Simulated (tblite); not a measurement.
C7H15FSi.
Structure used (GFN2-xTB), in Å, numbered top down from 1:
```xyz
24
C7H15FSi angstrom
C      3.9046   -0.5850    0.0035
C      2.9101    0.0217    0.6235
C      1.4785   -0.4022    0.5464
C      0.6385    0.6527   -0.1820
Si    -1.2078    0.1706   -0.2903
C     -2.0193    0.2240    1.4331
C     -1.4376   -1.5294   -1.1199
C     -2.0942    1.4857   -1.3919
F     -3.4523    1.2238   -1.4252
H      3.7416   -1.4667   -0.5952
H      4.9213   -0.2356    0.0683
H      3.0982    0.9091    1.2150
H      1.4036   -1.3557    0.0227
H      1.0857   -0.5363    1.5571
H      1.0584    0.7970   -1.1790
H      0.7483    1.6056    0.3389
H     -1.8095    1.1607    1.9428
H     -1.6635   -0.5828    2.0670
H     -3.0983    0.1290    1.3545
H     -1.1268   -2.3359   -0.4624
H     -0.8594   -1.6104   -2.0365
H     -2.4802   -1.6969   -1.3746
H     -1.9927    2.5037   -1.0098
H     -1.7589    1.4730   -2.4313
```

All values are computed: GFN2-xTB (tblite) harmonic vibrations without scaling, gas phase. Errors from tens to a few hundred cm⁻¹ against measured bands are possible. One conformer, not necessarily the lowest.

Harmonic wavenumbers (cm⁻¹): 33.6, 44.6, 60.9, 69.6, 88.6, 106.8, 118.6, 135.0, 157.9, 173.9, 202.3, 226.8, 256.7, 359.3, 430.1, 599.1, 639.9, 704.2, 711.8, 714.4, 758.3, 767.8, 791.9, 831.7, 846.9, 856.9, 893.6, 911.7, 954.1, 1022.0, 1023.9, 1055.9, 1069.9, 1182.1, 1205.9, 1222.4, 1265.0, 1277.4, 1289.5, 1330.9, 1369.1, 1372.3, 1417.5, 1447.8, 1474.1, 1475.5, 1477.3, 1480.9, 1482.6, 1485.5, 1719.5, 2956.8, 2959.9, 2963.1, 2970.8, 2982.7, 2995.2, 3030.6, 3033.8, 3039.9, 3041.7, 3043.3, 3045.9, 3048.5, 3095.0, 3120.6.

A = 2538, B = 549.0, C = 544.3 MHz; mass 146.093 u (most abundant isotopes); point group C1, symmetry number 1.

Problem. What is the zero-point energy?

Solution. ½Σν̃ = 43961 cm⁻¹ = 125.69 kcal/mol.

Problem. What is S at 200 K and 1 bar for an ideal gas of classical rigid rotors and harmonic oscillators?

Solution. Translation 38.89, rotation 29.24, vibration 35.02: S = 103.2 cal/(mol K).

Problem. And Cp and H(200 K) − H(0)?

Solution. Cp = 37.68 cal/(mol K), of which vibrations give 29.73 (their classical limit is 66 R = 131.2); H(200 K) − H(0) = 5.11 kcal/mol without the zero-point energy, 3.52 from vibrations.

Problem. What must be added to the electronic energy to get the Gibbs energy at 200 K and 1 bar?

Solution. ZPE + [H(200 K) − H(0)] − T·S = 125.69 + 5.11 − 20.63 = 110.17 kcal/mol.

Problem. Which modes carry the vibrational entropy at 200 K?

Solution. 33.6 cm⁻¹: 4.81; 44.6 cm⁻¹: 4.25; 60.9 cm⁻¹: 3.64; 69.6 cm⁻¹: 3.38; 88.6 cm⁻¹: 2.92; 106.8 cm⁻¹: 2.56 cal/(mol K); the other 60 give 13.45 together.

Problem. How do the functions run with temperature in this model?

Solution. 
```json
{"T (K)": "150", "S (cal/(mol K))": "93.1", "Cp (cal/(mol K))": "32.7", "H − H(0) (kcal/mol)": "3.35", "G − H(0) (kcal/mol)": "-10.61", "ln q(vib)": "6.47"}
{"T (K)": "250", "S (cal/(mol K))": "112.1", "Cp (cal/(mol K))": "43.2", "H − H(0) (kcal/mol)": "7.13", "G − H(0) (kcal/mol)": "-20.91", "ln q(vib)": "10.91"}
{"T (K)": "298.15", "S (cal/(mol K))": "120.2", "Cp (cal/(mol K))": "48.9", "H − H(0) (kcal/mol)": "9.34", "G − H(0) (kcal/mol)": "-26.51", "ln q(vib)": "12.86"}
{"T (K)": "400", "S (cal/(mol K))": "136.3", "Cp (cal/(mol K))": "60.7", "H − H(0) (kcal/mol)": "14.93", "G − H(0) (kcal/mol)": "-39.58", "ln q(vib)": "16.74"}
{"T (K)": "600", "S (cal/(mol K))": "164.6", "Cp (cal/(mol K))": "79.4", "H − H(0) (kcal/mol)": "29.05", "G − H(0) (kcal/mol)": "-69.74", "ln q(vib)": "23.81"}
{"T (K)": "900", "S (cal/(mol K))": "200.6", "Cp (cal/(mol K))": "98.0", "H − H(0) (kcal/mol)": "55.88", "G − H(0) (kcal/mol)": "-124.71", "ln q(vib)": "33.43"}
```

q(vib) and H(0) count from the zero-point level.

Problem. Blend soft modes into free rotors: weight 1/[1 + (100 cm⁻¹/ν̃)⁴] for the oscillator and the rest for a rotor with moment μB/(μ + B), μ = h/(8π²ν), B = 10⁻⁴⁴ kg m². What vibrational entropy results?

Solution. 31.55 cal/(mol K) in place of 35.02, which changes −T·S at 200 K by +0.70 kcal/mol.

Hindered rotation and anharmonicity are outside this model. Other conformers, if any are populated, would add a mixing term that is left out. The structure is chiral; the term R ln 2 for an equal mix with its mirror image is left out.
